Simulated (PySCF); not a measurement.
# Simulated absorption spectrum

Compound: C₆H₁₁P.
SMILES: `CC#CP(C)CC`

Computed, not measured: TDDFT wB97X-D/def2-SVPD, vertical, gas phase, core orbitals frozen in the response in PySCF. Geometry: GFN2-xTB, one conformer, isolated molecule. Torsions of this conformer, `[CH3:1][C:2]#[C:3][P:4]([CH3:5])[CH2:6][CH3:7]`: C3–P4–C6–C7 72°.

Broadening: Gaussians 0.4 eV wide at half height, area fixed by f = 4.319×10⁻⁹ ∫ε dν̃. The width is an assumption, not a result. The curve ends short of the highest state used, and states not computed would add to its high-energy end.

(λ (nm), ε (L mol⁻¹ cm⁻¹)): (177.4, 18509), (179.2, 18578), (180.9, 16313), (182.7, 12551), (184.5, 8737), (186.2, 5897), (188.0, 3907), (189.8, 2743), (191.6, 2079), (193.3, 1723), (195.1, 1586), (196.9, 1744), (198.6, 2207), (200.4, 2996), (202.2, 3946), (203.9, 4783), (205.7, 5377), (207.5, 5521), (209.2, 5230), (211.0, 4583), (212.8, 3781), (214.5, 3060), (216.3, 2468), (218.1, 2108), (219.8, 1959), (221.6, 1935), (223.4, 1960), (225.1, 1959), (226.9, 1888), (228.7, 1731), (230.5, 1503), (232.2, 1250), (234.0, 976), (235.8, 722), (237.5, 519), (239.3, 349), (241.1, 224), (242.8, 142), (244.6, 84), (246.4, 48), (248.1, 27), (249.9, 14), (251.7, 7), (253.4, 4)

Problem. Where are the band maxima, and which computed states make them?

Solution. 224 nm (5.53 eV), ε about 2000, made up of S1 (93%) (hardly more than a shoulder); 207 nm (5.99 eV), ε about 5500, made up of S2 (99%); 178 nm (6.95 eV), ε about 19000, made up of S5 (73%) and S6 (26%) (ε in L mol⁻¹ cm⁻¹; maxima over ε = 5, shares over 10%). The states used: S1 5.49 eV (f 0.028); S2 5.99 eV (f 0.081); S3 6.50 eV (f 0.019); S4 6.67 eV (f 0.0091); S5 6.93 eV (f 0.207); S6 7.03 eV (f 0.080); S7 7.45 eV (f 0.012); S8 7.59 eV (f 0.040).

Problem. Coming from long wavelengths, where does ε first pass 100 L mol⁻¹ cm⁻¹?

Solution. At about 244 nm (5.08 eV), 0.41 eV below S1.

Problem. What would ε be at 6.95 eV, the highest of these maxima, with half the width (0.2 eV)?

Solution. About 34000 L mol⁻¹ cm⁻¹ against 18900, a factor of about 1.8; a lone state at its own centre would give exactly 2.

Problem. On this curve, what absorbance would a 10⁻⁴ mol/L sample give at 193 nm over a 1 cm path?

Solution. 193 nm is 6.424 eV, where ε is about 1800 L mol⁻¹ cm⁻¹, so A = ε c l ≈ 0.18 (Beer–Lambert, with the gas-phase spectrum and the assumed width).
